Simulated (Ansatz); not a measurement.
`CB(N)[SiH2]C#N`, relaxed with RKS PBE-D4/def2-SVP in Ansatz from a rough embedded geometry. The force threshold is 0.03 eV/Å; the program also tests the step.

Charge 0, multiplicity 1.

Start:

```xyz
13

C    -0.219    1.679    0.508
B    -0.508    0.160    0.293
N    -1.929   -0.288    0.371
Si    0.841   -1.147   -0.043
C     1.769   -0.682   -1.563
N     2.327   -0.424   -2.564
H    -0.541    2.031    1.459
H    -0.733    2.276   -0.343
H     0.928    1.826    0.363
H    -2.004   -1.046    1.135
H    -2.161   -0.815   -0.523
H     0.323   -2.499   -0.158
H     1.906   -1.070    1.065
```

| step | energy (eV) | largest force (eV/Å) | largest move (Å) |
| --- | --- | --- | --- |
| 1 | -13702.8634 | 2.999 | 0.000 |
| 2 | -13703.3194 | 0.915 | 0.152 |
| 3 | -13703.4813 | 0.941 | 0.194 |
| 4 | -13703.6623 | 1.195 | 0.196 |
| 5 | -13703.8696 | 1.208 | 0.200 |
| 6 | -13704.1161 | 1.694 | 0.200 |
| 7 | -13704.3183 | 2.016 | 0.195 |
| 8 | -13704.5582 | 0.995 | 0.200 |
| 9 | -13704.6711 | 0.460 | 0.200 |
| 10 | -13704.7123 | 0.167 | 0.200 |
| 11 (rejected) | -13704.7090 | 0.409 | 0.174 |
| 12 | -13704.7219 | 0.090 | 0.087 |
| 13 | -13704.7271 | 0.132 | 0.099 |
| 14 | -13704.7285 | 0.130 | 0.058 |
| 15 | -13704.7302 | 0.098 | 0.035 |
| 16 | -13704.7317 | 0.020 | 0.054 |
| 17 | -13704.7324 | 0.026 | 0.052 |
| 18 | -13704.7327 | 0.038 | 0.041 |
| 19 | -13704.7329 | 0.035 | 0.026 |
| 20 | -13704.7330 | 0.016 | 0.026 |
| 21 | -13704.7332 | 0.013 | 0.050 |

End:

```xyz
13

C    -0.213    1.601    0.514
B    -0.525    0.063    0.354
N    -1.800   -0.469    0.580
Si    0.955   -1.226   -0.202
C     1.757   -0.565   -1.759
N     2.214   -0.089   -2.731
H    -1.097    2.212    0.793
H     0.206    2.012   -0.430
H     0.573    1.767    1.282
H    -2.595    0.113    0.863
H    -2.043   -1.454    0.472
H     0.493   -2.623   -0.536
H     2.074   -1.342    0.801
```

Run time 37 s (4 threads of an Arm Neoverse V1 on a shared host); peak host memory 0.17 GiB.
